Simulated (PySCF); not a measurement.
## Correlation energy of Kr⁺ (krypton, charge +1)

[Ar] 3d10 4s2 4p5, 2P determinant. All numbers are calculated (PySCF 2.14, no relativity, point nucleus, in pcseg-2 (6s5p3d1f, 43 functions)). Frozen: [Ar] 3d10; 7 electrons correlated.

MP2 pair energies summed by pair of shells (mhartree):

| pair | energy | share (%) |
| --- | --- | --- |
| 4p-4p | -85.24 | 62.4 |
| 4s-4p | -43.72 | 32.0 |
| 4s-4s | -7.62 | 5.6 |

Total MP2 correlation energy: -136.58 mhartree.

Same-spin part -31.17 and opposite-spin part -105.41 mhartree; SCS-MP2 scales them by 1/3 and 6/5 to -136.88 mhartree.

```json
{"level": "CCSD", "correlation energy (mhartree)": "-156.88"}
{"level": "(T)", "correlation energy (mhartree)": "-4.04"}
{"level": "CCSD(T)", "correlation energy (mhartree)": "-160.92"}
```

Diagnostics: T1 = 0.0056, D1 = 0.0192, largest double amplitude 0.049.

Cost of the coupled-cluster step: 0.26 s of wall time on 1 thread of Intel(R) Xeon(R) 6975P-C (shared host), for 7 correlated electrons.

Iterations:

```
CC2 = 0
CCSD nocc = (np.int64(4), np.int64(3)), nmo = (29, 29)
frozen orbitals [[0, 1, 2, 3, 4, 5, 6, 7, 8, 9, 10, 11, 12, 13], [0, 1, 2, 3, 4, 5, 6, 7, 8, 9, 10, 11, 12, 13]]
max_cycle = 100
direct = 0
conv_tol = 1e-08
conv_tol_normt = 1e-06
diis_space = 8
diis_start_cycle = 0
Init t2, MP2 energy = -0.136582193631432
Init E_corr(UCCSD) = -0.13658219363194
cycle = 1  E_corr(UCCSD) = -0.152574092071019  dE = -0.0159918984  norm(t1,t2) = 0.0345907
cycle = 2  E_corr(UCCSD) = -0.155689144574246  dE = -0.0031150525  norm(t1,t2) = 0.0103729
cycle = 3  E_corr(UCCSD) = -0.156926384314498  dE = -0.00123723974  norm(t1,t2) = 0.00389937
cycle = 4  E_corr(UCCSD) = -0.156879321629439  dE = 4.70626851e-05  norm(t1,t2) = 0.000439816
cycle = 5  E_corr(UCCSD) = -0.156879890452465  dE = -5.68823027e-07  norm(t1,t2) = 6.1365e-05
cycle = 6  E_corr(UCCSD) = -0.156880214290779  dE = -3.23838313e-07  norm(t1,t2) = 1.16369e-05
cycle = 7  E_corr(UCCSD) = -0.156880195981907  dE = 1.83088712e-08  norm(t1,t2) = 2.65074e-06
cycle = 8  E_corr(UCCSD) = -0.156880196304483  dE = -3.22576021e-10  norm(t1,t2) = 7.00342e-07
UCCSD converged
E(UCCSD) = -2751.699910982484  E_corr = -0.1568801963044834
UCCSD(T) correction = -0.00404131976707882
```
